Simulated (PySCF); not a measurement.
# Shieldings and the share of exact exchange

Molecule: `FBC1CC1`, C₃H₆BF.

Structure with atom numbers: `[F:1][BH:2][CH:3]1[CH2:4][CH2:5]1`. Hydrogens are named by the atom that carries them. Ha(C4), Ha(C5) are cis to B2 on the ring; Hb(C4), Hb(C5) are trans to B2 on the ring.

GIAO shieldings (ppm, equivalent atoms averaged) in PySCF on the PBE0-D3(BJ)/def2-SVP geometry, basis pcSseg-2, gas phase, non-relativistic:

| functional | exact exchange (%) | σ(F1) | σ(B2) | σ(C3) | σ(C4/C5) |
| --- | --- | --- | --- | --- | --- |
| BLYP | 0 | 170.7 | 36.5 | 167.2 | 169.1 |
| BP86 | 0 | 169.4 | 39.5 | 170.8 | 172.6 |
| PBE | 0 | 165.5 | 38.1 | 171.1 | 173.1 |
| PBE0 | 25 | 193.4 | 44.2 | 178.1 | 179.0 |
| mPW1PW91 | 25 | 195.8 | 44.5 | 177.5 | 178.2 |
| BHandHLYP | 50 | 220.1 | 48.6 | 180.9 | 181.0 |
| HF | 100 | 259.6 | 62.7 | 192.9 | 190.6 |

Task: Fit each shielding as a line in the percentage of exact exchange.

Result: σ(F1) = 170.0 + 0.92 x (rms 2.7 ppm); σ(B2) = 38.0 + 0.24 x (rms 1.0 ppm); σ(C3) = 170.4 + 0.23 x (rms 1.6 ppm); σ(C4/C5) = 172.3 + 0.19 x (rms 1.6 ppm). The functionals also differ in their semilocal parts, which the line can't hold; Hartree–Fock has no correlation at all.

Task: What does the line predict for B3LYP (20 %), and what does the run give?

Result: σ(F1): 188.4 predicted, 192.0 computed; σ(B2): 42.8 predicted, 41.3 computed; σ(C3): 175.0 predicted, 173.0 computed; σ(C4/C5): 176.1 predicted, 174.2 computed ppm.
